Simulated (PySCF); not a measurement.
## How methods differ on the interval between two levels of Hf

Hf [Xe] 4f14 5d2 6s2 [3F4, M_J = 4] → Hf [Xe] 4f14 5d1 6s2 6p1 [3F4, M_J = 4], as a difference of total energies. Calculation: PySCF 2.14, in x2c-SVPall-2c with one added diffuse shell each of s, d type (8s9p10d2f, 99 functions); the two-component X2C-1e Hamiltonian. Correlated levels: [Kr] 4d10 4f14 frozen; the 32 highest virtual spinors dropped. "Screened" scales the spin-orbit matrix elements by Boettger's factors to mimic the two-electron term; Breit and QED terms are absent.

| method | interval between two levels (cm⁻¹) | error (cm⁻¹) |
| --- | --- | --- |
| GHF (screened spin-orbit) | 11462 | -2195 |
| GMP2 (screened spin-orbit) | 15055 | +1398 |

Reference: 13657 cm⁻¹ (measured; NIST Handbook of Basic Atomic Spectroscopic Data (Sansonetti and Martin, J. Phys. Chem. Ref. Data 34, 1559 (2005))).

Errors of the correlated levels include the incompleteness of this basis and the frozen core.

The labels give the starting determinants; with spin-orbit coupling the two ends relaxed to ⟨J²⟩ = 20.18, ⟨L²⟩ = 12.44, ⟨S²⟩ = 2.07 and ⟨J²⟩ = 22.45, ⟨L²⟩ = 14.68, ⟨S²⟩ = 3.01.

The determinant of the upper state mixes levels of different J (the jj label is only the starting occupation), so the difference between spin-free and spin-orbit rows is not the physical spin-orbit shift.
